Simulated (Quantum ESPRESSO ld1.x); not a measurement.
Values are calculated unless marked as measured or tabulated.
Task: All-electron atom: the osmium ion Os47+ in [Ar] 3d10 4s1 (the NIST ground configuration). Code: ld1.x of Quantum ESPRESSO 7.5. Model: scalar-relativistic Kohn-Sham, relativistic LDA (MacDonald-Vosko exchange, VWN5 correlation), spin-unpolarised, spherical densities, point nucleus. Some entries of the table are withheld. Estimate them.

| orbital | occ. | eigenvalue (eV) | <1/r> (bohr^-1) | <r> (bohr) |
|---|---|---|---|---|
| 1s | 2 | -75825.6 | (1) | 0.01781 |
| 2s | 2 | (2) | 21.14 | 0.07502 |
| 2p | 6 | -13569.7 | 19.04 | 0.06729 |
| 3s | 2 | -5260.12 | 7.996 | 0.1909 |
| 3p | 6 | -4778.06 | 7.376 | 0.1903 |
| 3d | 10 | -4259.61 | 6.968 | (3) |
| 4s | 1 | -2593.85 | 3.970 | 0.3762 |
| 4p | 0 | -2408.99 | 3.723 | 0.3849 |
| 5s | 0 | -1544.73 | (4) | 0.6251 |

Result: 
(1) 1s <1/r> (bohr^-1): 90.08
(2) 2s eigenvalue (eV): -15198.3
(3) 3d <r> (bohr): 0.1710
(4) 5s <1/r> (bohr^-1): 2.381
